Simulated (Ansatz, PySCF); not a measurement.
Gas-phase reaction (SMILES): FB(F)Cl -> F[B]F + Cl atom; the B-Cl bond at the site shown breaks (other sites are not compared here).

Each molecule is optimised on its own at B3LYP-D3(BJ)/def2-TZVP (Ansatz, an electronic-structure program). Valence correlation only, unless marked. UHF or UKS for open shells. No spin-orbit coupling. Non-relativistic. CBS marks a two-point X^-3 extrapolation of the correlation energy; Hartree-Fock from the larger set. Thermal terms are rigid-rotor harmonic-oscillator values from B3LYP-D3(BJ) frequencies (Ansatz or PySCF) at 298.15 K and 1 atm. 1 Eh = 627.5095 kcal/mol. Atoms have translation alone.

```csv
species,"E, CCSD(T)/CBS(cc-pV(T+d)Z,cc-pV(Q+d)Z) (Ansatz) (Eh)","E, wB97M-V/def2-TZVPD (Ansatz) (Eh)",H - E (Eh)
FB(F)Cl,-684.31087,-684.94073,0.01548
F[B]F,-224.40501,-224.61377,0.01107
Cl atom,-459.70714,-460.12609,0.00236
```

Task: Work out ΔE and ΔH at 298.15 K at the first level, then ΔH at the second.

Result: 
1. ΔE = [(-224.40501) + (-459.70714)] - [(-684.31087)] = 0.19872 Eh = 124.7 kcal/mol at CCSD(T)/CBS(cc-pV(T+d)Z,cc-pV(Q+d)Z).
2. The terms H - E add up to -0.00205 Eh, so ΔH = (0.19872 + (-0.00205))×627.5095 = 123.4 kcal/mol.
3. At wB97M-V/def2-TZVPD the same steps give ΔE = 126.0 and ΔH = 124.8 kcal/mol, a shift of +1.4 from the first level.
4. These values are not checked against measurement here, since the tables used lack a sound gas-phase enthalpy of formation for at least one species.
